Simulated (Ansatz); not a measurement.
Molecule: SnI (charge 0, doublet). SMILES: [I][Sn]
Geometry: optimised at B3LYP-D3(BJ)/def2-TZVP (Ansatz, a first-principles code).

Computed values are from Ansatz. Valence correlation only, unless marked. UHF or UKS for open shells. Spin-orbit coupling is left out. Frozen are the shells of the preceding noble gas and the d and f shells that filled before the atom's block. In def2 rows, elements after Kr have scalar-relativistic effective core potentials. Basis-set limits of correlation are two-point, X^-3; Hartree-Fock from the larger set.

- atomisation energy De: 70.1 kcal/mol at CCSD(T)/CBS(def2-TZVPPD,def2-QZVPPD)
- vertical ionisation energy (to the singlet): 6.94 eV at CCSD(T)/CBS(def2-TZVPPD,def2-QZVPPD)
- total energy: -510.3413 Eh at CCSD(T)/CBS(def2-TZVPPD,def2-QZVPPD)
- dipole moment: 2.33 D at CCSD(T)/def2-SVPD
- T1 diagnostic: 0.017 at CCSD/def2-QZVPPD
